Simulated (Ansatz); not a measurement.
Ansatz (a first-principles code) input:

Ansatz 0.2 input:
```yaml
crystal:
  periodic: [false, false, false]
  atoms:
    - {symbol: P, position_ang: [-0.18321895, -0.51575749, 0.25921760]}
    - {symbol: O, position_ang: [1.30228208, -0.16355425, -0.31807012]}
    - {symbol: O, position_ang: [-0.88910258, 0.96060963, -0.02928492]}
    - {symbol: H, position_ang: [1.29508314, 0.45268916, -1.06392980]}
    - {symbol: H, position_ang: [-1.85223500, 0.90723024, -0.04549401]}
basis:
  gaussian:
    orbitals: def2-TZVPD
hamiltonian:
  xc: {name: PBE}
magnetization: {spin_polarized: true, initial_magnetization: 1}
output: {forces: true}
```

Task: What final total energy does it print?

Result: -492.78245 Eh (PBE/def2-TZVPD). The basis has 141 functions.

It need not be the lowest isomer of its formula.
